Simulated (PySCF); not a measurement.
# Potential energy of SmF along the bond

Set-up: basis Sm x2c-TZVPall, F x2c-TZVPall; spin-free X2C with a Gaussian nucleus; PySCF 2.14. Energies in eV from Sm (4f6 6s2) + F in their ground configurations at the same level. State: octet, about 6.0 electrons in the 4f shell (Mulliken), real f orbitals that mix terms.

All columns are PBE0. A positive dipole means Sm(−)F(+).

| R (Å) | E (eV) | μ (D) | Mulliken charge on Sm (basis-dependent) | HOMO (eV) | LUMO (eV) | Mayer bond order | ⟨S²⟩ |
| --- | --- | --- | --- | --- | --- | --- | --- |
| 1.780 | -4.763 | -1.52 | 0.37 | -3.50 | -1.31 | 1.00 | 15.76 |
| 1.863 | -5.340 | -2.06 | 0.43 | -3.61 | -1.38 | 0.92 | 15.76 |
| 1.946 | -5.656 | -2.58 | 0.49 | -3.71 | -1.47 | 0.85 | 15.76 |
| 2.008 | -5.768 | -2.97 | 0.53 | -3.78 | -1.53 | 0.81 | 15.76 |
| 2.070 | -5.799 | -3.34 | 0.56 | -3.86 | -1.60 | 0.77 | 15.76 |
| 2.132 | -5.769 | -3.71 | 0.58 | -3.93 | -1.66 | 0.74 | 15.76 |
| 2.215 | -5.659 | -4.20 | 0.61 | -4.03 | -1.75 | 0.71 | 15.76 |
| 2.318 | -5.448 | -4.80 | 0.63 | -4.15 | -1.86 | 0.67 | 15.75 |
| 2.443 | -5.134 | -5.51 | 0.66 | -4.29 | -1.98 | 0.64 | 15.75 |
| 2.608 | -4.676 | -6.44 | 0.68 | -4.46 | -2.15 | 0.60 | 15.75 |

A fit through these points gives, at Re = 2.067 Å, μ = -3.33 D and dμ/dR = -6.00 D/Å; the reduced mass is 16.89 u.

How strong is the fundamental in the double-harmonic approximation, I = 42.26·(dμ/dR)²/μred km/mol?

I = 42.26·(-6.00)²/16.89 = 90.1 km/mol at PBE0.

Spin–orbit coupling is left out, which matters for elements this heavy, above all for dissociation energies. With d or f electrons several states lie close, and the lowest PBE0 determinant need not be the measured ground state.
